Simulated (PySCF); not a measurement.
Job for PySCF: R-HF/STO-3G on CdFI (SMILES [F][Cd][I]), a point of a bond scan (R = 2.843 Å).

```python
from pyscf import gto, scf, dft, mp
from pyscf.data.elements import chemcore

mol = gto.M(
    atom='''
    Cd   -0.00000000   -0.00000000   -1.08526849
    F    -0.00000000   -0.00000000   -3.03871967
    I     0.00000000    0.00000000    1.75730989
    ''',
    basis='sto-3g',
    charge=0, spin=0, verbose=3, max_memory=1800)
mf = scf.RHF(mol)
mf.conv_tol = 1e-8
mf.max_cycle = 100
mf.kernel()
if not mf.converged:
    mf = mf.newton().run(mf.mo_coeff, mf.mo_occ)
```

It printed:

```
converged SCF energy = -12360.4061189168
```

The calculation finished and met its thresholds.

Cost: very roughly 0.8 core-seconds.
